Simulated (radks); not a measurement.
Values are calculated unless marked as measured or tabulated.
Ionisation of the barium ion Ba26+, [Ar] 3d10 4s2, to Ba27+, [Ar] 3d10 4s1, under several functionals. Scalar-relativistic Kohn-Sham, spin-polarised, spherical densities, point nucleus; open shells are filled with parallel spins first (spin-orbit coupling, left out, can overturn this in heavy ions); a radial shooting solver on a logarithmic mesh with Libxc functionals.

functional,E(Ba26+) (hartree),Exc (hartree),IE (eV),-e(HOMO) (eV),<r> HOMO (bohr),IE error (eV)
"LDA (Slater exchange, VWN5 correlation)",-7800.9142,-161.7600,941.54,924.55,0.5950,+6.5
exchange-only B88,-7806.5810,-167.4598,939.77,922.90,0.5953,+4.8
"LDA (Slater exchange, Perdew-Wang correlation)",-7800.9007,-161.7465,941.53,924.54,0.5950,+6.5
BLYP,-7808.2409,-169.1227,941.42,924.24,0.5954,+6.4
XLYP,-7808.8403,-169.7251,941.74,924.30,0.5955,+6.7
PW91,-7808.3504,-169.2382,941.74,924.25,0.5953,+6.7
PBE,-7807.4432,-168.3271,941.43,923.84,0.5954,+6.4
SOGGA,-7803.9781,-164.8442,940.44,923.35,0.5953,+5.4

NIST Atomic Spectra Database: 935 eV (theoretical). Closest: exchange-only B88. The Delta-SCF values span 1.97 eV, the total energies 7.94 hartree. The highest occupied level is 4s.
